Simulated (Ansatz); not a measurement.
Program: Ansatz. Geometries: PBE0-D4/def2-TZVP. ΔE: electronic, gas phase. CBS: MP2 limit from def2 TZ/QZ plus the TZ coupled-cluster correction, frozen cores. This one scheme is used for every species. def2 core potentials past Kr. For Te outer-core shells are correlated without core-valence functions, which leaves a few kJ/mol of doubt a bond. Each species was taken in one conformer, which may not be the lowest.

Consider the cleavage of the P–Si bond: `[AlH2][SiH2]P` + H₂Te → `P[TeH]` + `[AlH2][SiH3]`.

`[AlH2][SiH2]P`:

```xyz
9

Al   -0.353    1.884   -0.617
Si    0.444   -0.066    0.643
P     0.252   -1.925   -0.642
H     0.209    2.148   -2.079
H    -1.430    2.880   -0.007
H    -0.222   -0.226    1.968
H     1.908    0.078    0.908
H     0.361   -2.842    0.437
H    -1.169   -1.931   -0.612
```

H₂Te:

Z-matrix (Å, degrees):
```
Te
H 1 1.656
H 1 1.656 2 90.4
```

`P[TeH]`:

```xyz
5

P    -0.873    0.292    0.179
Te    1.384   -0.502   -0.428
H    -0.444    1.482    0.823
H    -0.962   -0.427    1.400
H     0.895   -0.845   -1.974
```

`[AlH2][SiH3]`:

Cartesian coordinates in Å:
```
Al -1.327 0.118 0.457
Si 0.992 -0.065 -0.335
H -1.891 1.470 1.071
H -2.290 -1.142 0.357
H 1.714 -1.144 0.401
H 1.027 -0.430 -1.781
H 1.775 1.192 -0.169
```

| species | SCS-MP2/def2-QZVPP energy (Eh) |
| --- | --- |
| `[AlH2][SiH2]P` | -875.53676 |
| H₂Te | -268.72855 |
| `P[TeH]` | -610.24898 |
| `[AlH2][SiH3]` | -534.02183 |

Work out ΔE.

ΔE = (-610.24898) + (-534.02183) − (-875.53676) − (-268.72855) = -0.00550 Eh = -14.4 kJ/mol. CCSD(T)/CBS gives -11.1 kJ/mol.

Largest T1 diagnostic among the species: 0.014.

In def2-TZVPP, CCSD(T) changes the Hartree–Fock value by +9.2 kJ/mol (the triples alone add +0.4 kJ/mol) and MP2 by +4.9 kJ/mol. Leaving LDA and LC-ωPBE aside and taking each functional with its dispersion term where it has one, the values, not all of them listed here, spread over 10.7 kJ/mol, from BLYP-D4 to B97M-V. LDA lies +5.1 kJ/mol from PBE without D4. At CCSD(T), def2-SVP lies +8.1 kJ/mol from the extrapolated value and def2-TZVPP +5.4 kJ/mol.
